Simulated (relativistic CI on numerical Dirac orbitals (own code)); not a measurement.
# Level scheme of Xe⁵³⁺

These numbers are calculated, not measured: Dirac equation for one electron, model QED (radiative potential, 1s self-energy scaled to tabulated hydrogen-like ionisation energies) (own radial code, finite nucleus).

Configurations in the expansion: 1s, 2s, 2p, 3s, 3p, 3d, 4s, 4p, 4d, 4f, 5s, 5p, 5d, 5f, 5g, 6s, 6p, 6d. Levels of other configurations are missing.

The lowest level is 1s 2S_1/2, with 100 % of that term; Hund's rules for 1s give 2S with J = 1/2, in agreement.

| No. | Configuration | Term | J | E (eV) | % | Landé g |
| --- | --- | --- | --- | --- | --- | --- |
| 1 | 1s | 2S | 1/2 | 0.0 | 100 | 1.895 |
| 2 | 2p | 2P° | 1/2 | 30856.8 | 100 | 0.639 |
| 3 | 2s | 2S | 1/2 | 30864.0 | 100 | 1.975 |
| 4 | 2p | 2P° | 3/2 | 31284.1 | 100 | 1.313 |
| 5 | 3p | 2P° | 1/2 | 36706.6 | 100 | 0.654 |
| 6 | 3s | 2S | 1/2 | 36708.8 | 100 | 1.990 |
| 7 | 3d | 2D | 3/2 | 36833.4 | 100 | 0.790 |
| 8 | 3p | 2P° | 3/2 | 36833.6 | 100 | 1.325 |
| 9 | 3d | 2D | 5/2 | 36872.5 | 100 | 1.192 |
| 10 | 4p | 2P° | 1/2 | 38736.2 | 100 | 0.659 |
| 11 | 4s | 2S | 1/2 | 38737.1 | 100 | 1.996 |
| 12 | 4d | 2D | 3/2 | 38789.5 | 100 | 0.794 |
| 13 | 4p | 2P° | 3/2 | 38789.6 | 100 | 1.329 |
| 14 | 4f | 2F° | 5/2 | 38806.1 | 100 | 0.852 |
| 15 | 4d | 2D | 5/2 | 38806.1 | 100 | 1.195 |
| 16 | 4f | 2F° | 7/2 | 38814.2 | 100 | 1.138 |
| 17 | 5p | 2P° | 1/2 | 39668.1 | 100 | 0.662 |
| 18 | 5s | 2S | 1/2 | 39668.6 | 100 | 1.998 |
| 19 | 5d | 2D | 3/2 | 39695.3 | 100 | 0.796 |
| 20 | 5p | 2P° | 3/2 | 39695.4 | 100 | 1.331 |
| 21 | 5f | 2F° | 5/2 | 39703.8 | 100 | 0.854 |
| 22 | 5d | 2D | 5/2 | 39703.8 | 100 | 1.197 |
| 23 | 5g | 2G | 7/2 | 39708.0 | 100 | 0.885 |
| 24 | 5f | 2F° | 7/2 | 39708.0 | 100 | 1.140 |
| 25 | 5g | 2G | 9/2 | 39710.4 | 100 | 1.108 |
| 26 | 6p | 2P° | 1/2 | 40171.2 | 100 | 0.663 |
| 27 | 6s | 2S | 1/2 | 40171.5 | 100 | 1.999 |
| 28 | 6d | 2D | 3/2 | 40186.9 | 100 | 0.797 |
| 29 | 6p | 2P° | 3/2 | 40186.9 | 100 | 1.332 |
| 30 | 6d | 2D | 5/2 | 40191.8 | 100 | 1.198 |

Energies count from the lowest computed level; ° marks odd parity.
